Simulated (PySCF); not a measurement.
Isomers of C6H15NSi, mass 129.097 u with the commonest isotopes. Level of theory: PBE0/pcSseg-1 in PySCF (dipole) on a GFN2-xTB geometry, gas phase. One conformer each, none proved a minimum here; rigid rotors.

Question: Order these by radius of gyration √(Σ m r²/M), largest first.
A. `[H]/[N:8]=[CH:7]\[C:4]([SiH2:3][CH2:2][CH3:1])([CH3:5])[CH3:6]` with C1–C2–Si3–C4 178°, C2–Si3–C4–C5 62°, Si3–C4–C7–N8 101°
B. `[CH2:1]=[CH:2][N:3]([SiH2:4][CH3:5])[CH:6]([CH3:7])[CH3:8]` with C1–C2–N3–Si4 6°, C2–N3–Si4–C5 173°, C2–N3–C6–C7 59°
C. `[CH3:1][CH2:2][CH2:3][N:4]1[CH2:5][CH2:6][CH2:7][SiH2:8]1` with C1–C2–C3–N4 60°, C2–C3–N4–C5 78°, C3–N4–C5–C6 -166°, N4–C5–C6–C7 -40°, C5–C6–C7–Si8 37°, C6–C7–Si8–N4 -21°

Answer: A (2.196 Å), B (2.114 Å), C (2.091 Å).

Question: Order these by dipole moment, largest first.
A. `[CH2:1]=[CH:2][N:3]([SiH2:4][CH3:5])[CH:6]([CH3:7])[CH3:8]` with C1–C2–N3–Si4 6°, C2–N3–Si4–C5 173°, C2–N3–C6–C7 59°
B. `[H]/[N:8]=[CH:7]\[C:4]([SiH2:3][CH2:2][CH3:1])([CH3:5])[CH3:6]` with C1–C2–Si3–C4 178°, C2–Si3–C4–C5 62°, Si3–C4–C7–N8 101°
C. `[CH3:1][CH2:2][CH2:3][N:4]1[CH2:5][CH2:6][CH2:7][SiH2:8]1` with C1–C2–C3–N4 60°, C2–C3–N4–C5 78°, C3–N4–C5–C6 -166°, N4–C5–C6–C7 -40°, C5–C6–C7–Si8 37°, C6–C7–Si8–N4 -21°

Answer: B (2.32 D), A (2.03 D), C (0.71 D).

Question: Order these by rotational constant C, largest first.
A. `[CH3:1][CH2:2][CH2:3][N:4]1[CH2:5][CH2:6][CH2:7][SiH2:8]1` with C1–C2–C3–N4 60°, C2–C3–N4–C5 78°, C3–N4–C5–C6 -166°, N4–C5–C6–C7 -40°, C5–C6–C7–Si8 37°, C6–C7–Si8–N4 -21°
B. `[H]/[N:8]=[CH:7]\[C:4]([SiH2:3][CH2:2][CH3:1])([CH3:5])[CH3:6]` with C1–C2–Si3–C4 178°, C2–Si3–C4–C5 62°, Si3–C4–C7–N8 101°
C. `[CH2:1]=[CH:2][N:3]([SiH2:4][CH3:5])[CH:6]([CH3:7])[CH3:8]` with C1–C2–N3–Si4 6°, C2–N3–Si4–C5 173°, C2–N3–C6–C7 59°

Answer: A (1005 MHz), C (974.0 MHz), B (909.4 MHz).

| SMILES | point group | Ia (u·Å²) | Ib (u·Å²) | Ic (u·Å²) | κ | μa (D) | μb (D) | μc (D) |
| --- | --- | --- | --- | --- | --- | --- | --- | --- |
| [H]/N=C\C(C)(C)[SiH2]CC | C1 | 215.82 | 473.41 | 555.71 | -0.78 | 0.65 | 1.83 | 1.27 |
| CCCN1CCC[SiH2]1 | C1 | 179.07 | 446.39 | 502.96 | -0.86 | 0.02 | 0.70 | 0.09 |
| C=CN([SiH2]C)C(C)C | C1 | 288.45 | 346.92 | 518.86 | 0.24 | 0.49 | 1.97 | 0.01 |
